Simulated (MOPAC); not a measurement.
Input file for MOPAC: PM7 on C3H4N2 (a complex), monomers drawn apart or pushed together.

```
PM7 1SCF PRECISE CHARGE=0 THREADS=1
C3H4N2

N      0.30354768 1     1.69793685 1     0.84836188 1
N      0.31512451 1     0.74417632 1     0.31923992 1
C     -0.19840745 1    -2.03646657 1     4.20926304 1
C     -0.21495461 1    -0.84818080 1     4.73635897 1
C     -0.23029256 1     0.34408112 1     5.25379520 1
H     -1.10942366 1    -2.51299382 1     3.86587132 1
H      0.72702098 1    -2.58918640 1     4.09520141 1
H     -0.11641765 1     1.22650438 1     4.63421512 1
H     -0.35718712 1     0.49478375 1     6.31959038 1
```

The log:

```
*******************************************************************************
 **                                                                           **
 **                              MOPAC v23.2.5                                **
 **                                                                           **
 *******************************************************************************
 ** MOPAC's Digital Object Identifier: https://doi.org/10.5281/zenodo.6511958 **
 **                                                                           **
 ** Please cite the open-source release paper for use of this MOPAC version:  **
 ** J. E. Moussa and J. J. P. Stewart (2026)                                  **
 ** MOPAC: An open-source semiempirical molecular orbital program             **
 ** J. Open Source Softw., 11(119), 8025, https://doi.org/10.21105/joss.08025 **
 *******************************************************************************

                              PM7 CALCULATION RESULTS

 *******************************************************************************
 *  PM7        - The PM7 Hamiltonian to be used
 *
 *
 *
 *                 CHARGE ON SYSTEM = 0
 *
 *
 *
 *  PRECISE    - TIGHTER CRITERIA TO BE USED
 *  1SCF       - DO 1 SCF AND THEN STOP
 *  THREADS=1  - MULTI-THREADING NOT USED
 *  T=         - A TIME OF 172800.0 SECONDS REQUESTED
 *  DUMP=N     - RESTART FILE WRITTEN EVERY 7200.0 SECONDS REQUESTED
 *******************************************************************************
PM7 1SCF PRECISE CHARGE=0 THREADS=1
 C3H4N2

   ATOM   CHEMICAL          X               Y               Z
  NUMBER   SYMBOL      (ANGSTROMS)     (ANGSTROMS)     (ANGSTROMS)

     1       N          0.30354768  *   1.69793685  *   0.84836188  *
     2       N          0.31512451  *   0.74417632  *   0.31923992  *
     3       C         -0.19840745  *  -2.03646657  *   4.20926304  *
     4       C         -0.21495461  *  -0.84818080  *   4.73635897  *
     5       C         -0.23029256  *   0.34408112  *   5.25379520  *
     6       H         -1.10942366  *  -2.51299382  *   3.86587132  *
     7       H          0.72702098  *  -2.58918640  *   4.09520141  *
     8       H         -0.11641765  *   1.22650438  *   4.63421512  *
     9       H         -0.35718712  *   0.49478375  *   6.31959038  *



          CARTESIAN COORDINATES

    NO.       ATOM           X           Y           Z

     1         N          0.3035      1.6979      0.8484
     2         N          0.3151      0.7442      0.3192
     3         C         -0.1984     -2.0365      4.2093
     4         C         -0.2150     -0.8482      4.7364
     5         C         -0.2303      0.3441      5.2538
     6         H         -1.1094     -2.5130      3.8659
     7         H          0.7270     -2.5892      4.0952
     8         H         -0.1164      1.2265      4.6342
     9         H         -0.3572      0.4948      6.3196

 General Reference for PM7:
 "Optimization of Parameters for Semiempirical Methods VI: More Modifications to the
 NDDO Approximations and Re-optimization of Parameters", J. J. P. Stewart, J. Mol. Mod., 1:32, 19 (2013)
 https://link.springer.com/article/10.1007/s00894-012-1667-x

           Empirical Formula: C3 H4 N2  =     9 atoms



      MOLECULAR POINT GROUP   :   Cs


      RHF CALCULATION, NO. OF DOUBLY OCCUPIED LEVELS = 13


 -------------------------------------------------------------------------------
 PM7 1SCF PRECISE CHARGE=0 THREADS=1
 C3H4N2



     1SCF WAS SPECIFIED, SO BFGS WAS NOT USED
     SCF FIELD WAS ACHIEVED


                              PM7 CALCULATION
                                                       MOPAC v23.2.5 Linux




          FINAL HEAT OF FORMATION =         76.17297 KCAL/MOL =     318.70772 KJ/MOL


          COSMO AREA              =        137.71 SQUARE ANGSTROMS
          COSMO VOLUME            =        114.81 CUBIC ANGSTROMS

          IONIZATION POTENTIAL    =         10.438443 EV
          HOMO LUMO ENERGIES (EV) =        -10.438  0.140
          NO. OF FILLED LEVELS    =         13
          MOLECULAR WEIGHT        =         68.0780         POINT GROUP:  Cs

          MOLECULAR DIMENSIONS (Angstroms)

            Atom       Atom       Distance
            H     9    N     2     6.04305
            N     1    H     7     4.22532
            H     7    H     6     1.80464


          SCF CALCULATIONS        =          1





   ATOM   CHEMICAL          X               Y               Z
  NUMBER   SYMBOL      (ANGSTROMS)     (ANGSTROMS)     (ANGSTROMS)

     1       N          0.30354768  *   1.69793685  *   0.84836188  *
     2       N          0.31512451  *   0.74417632  *   0.31923992  *
     3       C         -0.19840745  *  -2.03646657  *   4.20926304  *
     4       C         -0.21495461  *  -0.84818080  *   4.73635897  *
     5       C         -0.23029256  *   0.34408112  *   5.25379520  *
     6       H         -1.10942366  *  -2.51299382  *   3.86587132  *
     7       H          0.72702098  *  -2.58918640  *   4.09520141  *
     8       H         -0.11641765  *   1.22650438  *   4.63421512  *
     9       H         -0.35718712  *   0.49478375  *   6.31959038  *

                             CARTESIAN COORDINATES

   1    N        0.303547680     1.697936850     0.848361880
   2    N        0.315124510     0.744176320     0.319239920
   3    C       -0.198407450    -2.036466570     4.209263040
   4    C       -0.214954610    -0.848180800     4.736358970
   5    C       -0.230292560     0.344081120     5.253795200
   6    H       -1.109423660    -2.512993820     3.865871320
   7    H        0.727020980    -2.589186400     4.095201410
   8    H       -0.116417650     1.226504380     4.634215120
   9    H       -0.357187120     0.494783750     6.319590380


           Empirical Formula: C3 H4 N2  =     9 atoms



      MOLECULAR POINT GROUP   :   Cs


                  EIGENVALUES
 -43.15682 -27.58297 -24.60991 -21.86575 -17.98011 -16.75342 -16.75231 -15.37699
 -15.37513 -14.82730 -13.47032 -10.43902 -10.43844   0.13998   0.14125   0.94648
   0.95010   3.78254   5.24034   5.51294   5.92339   5.92506   6.15413   6.77190


              NET ATOMIC CHARGES AND DIPOLE CONTRIBUTIONS

  ATOM NO.   TYPE          CHARGE      No. of ELECS.   s-Pop       p-Pop
    1          N          -0.002292        5.0023     1.82595     3.17634
    2          N           0.002293        4.9977     1.82605     3.17166
    3          C          -0.392968        4.3930     1.07821     3.31476
    4          C           0.081192        3.9188     1.11609     2.80271
    5          C          -0.392498        4.3925     1.07822     3.31428
    6          H           0.176053        0.8239     0.82395
    7          H           0.176052        0.8239     0.82395
    8          H           0.175824        0.8242     0.82418
    9          H           0.176344        0.8237     0.82366
 DIPOLE           X         Y         Z       TOTAL
 POINT-CHG.     0.001    -0.006    -0.010     0.011
 HYBRID        -0.001    -0.003     0.005     0.006
 SUM            0.000    -0.008    -0.005     0.010


          ATOMIC ORBITAL ELECTRON POPULATIONS

     Atom    s        px        py        pz
    1  N   1.82595   1.00088   1.13348   1.04198
    2  N   1.82605   0.99916   1.13205   1.04045
    3  C   1.07821   1.15012   1.04894   1.11569
    4  C   1.11609   0.91293   0.96684   0.92295
    5  C   1.07822   1.13257   1.05007   1.13164
    6  H   0.82395
    7  H   0.82395
    8  H   0.82418
    9  H   0.82366

 **********************
 *                    *
 * JOB ENDED NORMALLY *
 *                    *
 **********************




 == MOPAC DONE ==
```

The run finished.

Cost: very roughly 0.020 core-seconds.
